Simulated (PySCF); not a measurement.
C2H7GeN, neutral, multiplicity 1.

```xyz
11

Ge     0.0386     1.0566     0.0000
H     -1.5581     1.1915     0.0000
N     -0.0128    -0.7720     0.0000
C      1.2213    -1.5236     0.0000
C     -1.1830    -1.6168     0.0000
H      1.2966    -2.1764    -0.8900
H      1.2966    -2.1764     0.8900
H      2.0869    -0.8449     0.0000
H     -1.2009    -2.2755     0.8893
H     -1.2009    -2.2755    -0.8893
H     -2.0958    -1.0082     0.0000
```
Charge 0, spin multiplicity 1.

Geometry: PBE0-D3(BJ)/def2-SVP. The structure was generated by enumeration; whether it is a known compound was not checked.

Computed with PBE/pcSseg-1 in PySCF. Non-relativistic, no solvent.

Computed absolute GIAO shielding of each atom: isotropic value and principal components (ppm):
```csv
atom,σ(iso),σ11,σ22,σ33,span
Ge1,579.2,-368.7,1031.3,1075.0,1443.7
H2,23.0,18.8,19.0,31.3,12.4
N3,23.6,-254.8,116.7,208.8,463.5
C4,130.3,106.4,110.9,173.7,67.3
C5,121.5,81.7,106.1,176.8,95.1
H6,28.1,24.8,26.2,33.1,8.3
H7,28.1,24.8,26.2,33.1,8.3
H8,26.9,23.5,26.9,30.3,6.9
H9,27.7,24.8,25.1,33.1,8.2
H10,27.7,24.8,25.1,33.1,8.2
H11,26.8,22.9,26.8,30.5,7.6
```
